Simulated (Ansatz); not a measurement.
Calculation: B3LYP-D3(BJ)/def2-TZVP run with Ansatz (a program for electronic structure). No frequencies were computed at this level.

Ansatz 0.2 input:
```yaml
crystal:
  periodic: [false, false, false]
  atoms:
    - { symbol: C, position_ang: [-1.287452, 0.076528, 0.087697] }
    - { symbol: C, position_ang: [0.065744, -0.068582, -0.599644] }
    - { symbol: Si, position_ang: [1.52903, 0.333592, 0.543685] }
    - { symbol: H, position_ang: [-1.344798, -0.565943, 0.964517] }
    - { symbol: H, position_ang: [-2.098032, -0.199122, -0.58626] }
    - { symbol: H, position_ang: [-1.447832, 1.103348, 0.410379] }
    - { symbol: H, position_ang: [0.167743, -1.095421, -0.965079] }
    - { symbol: H, position_ang: [0.091656, 0.57401, -1.482004] }
    - { symbol: H, position_ang: [1.512763, -0.4478, 1.77533] }
    - { symbol: H, position_ang: [2.811177, 0.289389, -0.148619] }
basis:
  gaussian: { orbitals: def2-tzvp }
hamiltonian:
  xc: b3lyp
  dispersion: d3bj
relax:
  max_steps: 150
magnetization:
  spin_polarized: true
  initial_magnetization: 1
```

Output:

```
Functional definition: B3LYP
929 factors; their error is unknown
mean field evaluation 1: about -10057.1774 eV, gradient 4.4e1 eV
mean field evaluation 2: about -10047.1670 eV, gradient 5.9e1 eV
mean field evaluation 4: about -10066.2376 eV, gradient 2.1e0 eV
mean field evaluation 8: about -10066.2680 eV, gradient 4.4e-2 eV
mean field -10066.26800323 eV, -369.9285259572 hartree, gradient 6.7e-5 eV, S^2 0.751947; 0 other end points of the search recorded, 0 dependent functions left out
reference -10066.26827084 eV, -369.9285357915 hartree; 17, 16 occupied and 124, 125 virtual orbitals, 929 factors
relax step   1: F+E_penalty+E_count = -10066.59067832 eV  Δ(F+E_penalty+E_count) = +0.000e0 eV  max|allowed force component| = 6.578e-1 eV/Å  Δτ_max = 0.0000 Å  (27 SCF iters, accepted)
these checks for a lower state are left out or cut short: starts, cluster_reference, orbital_swaps, neighbouring_geometries, increment
929 factors; their error is unknown
mean field evaluation 16: about -10066.2774 eV, gradient 1.9e0 eV
mean field -10066.30262503 eV, -369.9297982847 hartree, gradient 2.4e-5 eV, S^2 0.751767; 0 other end points of the search recorded, 0 dependent functions left out
reference -10066.30289176 eV, -369.9298080872 hartree; 17, 16 occupied and 124, 125 virtual orbitals, 929 factors
relax step   2: F+E_penalty+E_count = -10066.62482908 eV  Δ(F+E_penalty+E_count) = -3.415e-2 eV  max|allowed force component| = 2.057e-1 eV/Å  Δτ_max = 0.0463 Å  (31 SCF iters, accepted)
these checks for a lower state are left out or cut short: starts, cluster_reference, orbital_swaps, neighbouring_geometries, increment
929 factors; their error is unknown
mean field -10066.30575337 eV, -369.9299132494 hartree, gradient 1.7e-5 eV, S^2 0.751763; 0 other end points of the search recorded, 0 dependent functions left out
reference -10066.30602021 eV, -369.9299230554 hartree; 17, 16 occupied and 124, 125 virtual orbitals, 929 factors
relax step   3: F+E_penalty+E_count = -10066.62775474 eV  Δ(F+E_penalty+E_count) = -2.926e-3 eV  max|allowed force component| = 2.804e-2 eV/Å  Δτ_max = 0.0181 Å  (32 SCF iters, accepted)
these checks for a lower state are left out or cut short: starts, cluster_reference, orbital_swaps, neighbouring_geometries, increment
929 factors; their error is unknown
mean field evaluation 32: about -10066.3057 eV, gradient 2.7e-1 eV
mean field -10066.30591883 eV, -369.9299193298 hartree, gradient 1.7e-5 eV, S^2 0.751754; 0 other end points of the search recorded, 0 dependent functions left out
reference -10066.30618561 eV, -369.9299291339 hartree; 17, 16 occupied and 124, 125 virtual orbitals, 929 factors
relax step   4: F+E_penalty+E_count = -10066.62796941 eV  Δ(F+E_penalty+E_count) = -2.147e-4 eV  max|allowed force component| = 1.447e-2 eV/Å  Δτ_max = 0.0080 Å  (33 SCF iters, accepted)
these checks for a lower state are left out or cut short: starts, cluster_reference, orbital_swaps, neighbouring_geometries, increment
929 factors; their error is unknown
mean field -10066.30605841 eV, -369.9299244594 hartree, gradient 1.7e-5 eV, S^2 0.751754; 0 other end points of the search recorded, 0 dependent functions left out
reference -10066.30632538 eV, -369.9299342701 hartree; 17, 16 occupied and 124, 125 virtual orbitals, 929 factors
relax step   5: F+E_penalty+E_count = -10066.62805630 eV  Δ(F+E_penalty+E_count) = -8.689e-5 eV  max|allowed force component| = 9.041e-3 eV/Å  Δτ_max = 0.0117 Å  (32 SCF iters, accepted)
929 factors; their error is unknown
mean field -10066.30605841 eV, -369.9299244594 hartree, gradient 6.4e-5 eV, S^2 0.751754; 1 other end points of the search recorded, 0 dependent functions left out
reference -10066.30632537 eV, -369.9299342700 hartree; 17, 16 occupied and 124, 125 virtual orbitals, 929 factors
Total energy: -10066.62832326 eV, -369.9417674741 hartree
Atom 0 at    -1.304126     0.075285     0.088123 Å, force     0.007767    -0.004953     0.002745 eV/Å
Atom 1 at     0.066455    -0.050131    -0.586118 Å, force    -0.004477    -0.009040    -0.005007 eV/Å
Atom 2 at     1.524624     0.381476     0.533996 Å, force     0.000961     0.004121     0.004348 eV/Å
Atom 3 at    -1.372576    -0.566370     0.969081 Å, force    -0.003194     0.001040    -0.001013 eV/Å
Atom 4 at    -2.109227    -0.210504    -0.591944 Å, force     0.003282    -0.001210     0.002110 eV/Å
Atom 5 at    -1.493436     1.099646     0.414343 Å, force    -0.002549     0.003715     0.000315 eV/Å
Atom 6 at     0.222716    -1.077520    -0.936425 Å, force    -0.002059     0.005902    -0.001775 eV/Å
Atom 7 at     0.114320     0.583097    -1.476131 Å, force     0.002058     0.002217    -0.000726 eV/Å
Atom 8 at     1.527078    -0.463651     1.759895 Å, force    -0.001426     0.000567     0.001323 eV/Å
Atom 9 at     2.824170     0.228670    -0.174818 Å, force    -0.000362    -0.002359    -0.002321 eV/Å
Dipole moment:    -0.156400    -0.037139    -0.119495 e Å
```

Cost: roughly 30 core-seconds.
